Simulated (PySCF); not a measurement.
C₂H₁₀N₂Si₂, SMILES CN[Si@@H]1NC[SiH2]1.

Coordinates come from a B3LYP-D3(BJ)/def2-SVP optimisation. The structure was generated by enumeration; whether it is a known compound was not checked. The values are those of a single conformer.

The numbers are results of PySCF with TDA-CAM-B3LYP/def2-SVPD, not measurements.

Vertical excitations. 

Problem. Estimate the UV-visible absorptions. (The exact figures need the calculation; the answer reports its results.)

Solution. 
```
state  energy (eV)  λ (nm)      f                                                             main pairs
-----  -----------  ------  -----  ---------------------------------------------------------------------
S1            5.77     215  0.009                                       HOMO→LUMO 56 %, HOMO→LUMO+1 24 %
S2            5.86     212  0.021                                       HOMO→LUMO+1 54 %, HOMO→LUMO 18 %
S3            6.20     200  0.063  HOMO−1→LUMO+1 41 %, HOMO→LUMO+2 17 %, HOMO→LUMO 10 %, HOMO−1→LUMO 9 %
S4            6.24     199  0.037                 HOMO−1→LUMO 40 %, HOMO−1→LUMO+1 27 %, HOMO→LUMO+2 20 %
S5            6.43     193  0.059                                                       HOMO→LUMO+3 63 %
S6            6.51     191  0.121                                     HOMO−1→LUMO 33 %, HOMO→LUMO+2 33 %
T1            5.23     237      0    HOMO→LUMO 40 %, HOMO→LUMO+1 22 %, HOMO→LUMO+3 18 %, HOMO→LUMO+4 6 %
T2            5.38     230      0                     HOMO→LUMO 37 %, HOMO→LUMO+1 19 %, HOMO→LUMO+3 18 %
```
Triplets are in the Tamm–Dancoff approximation.
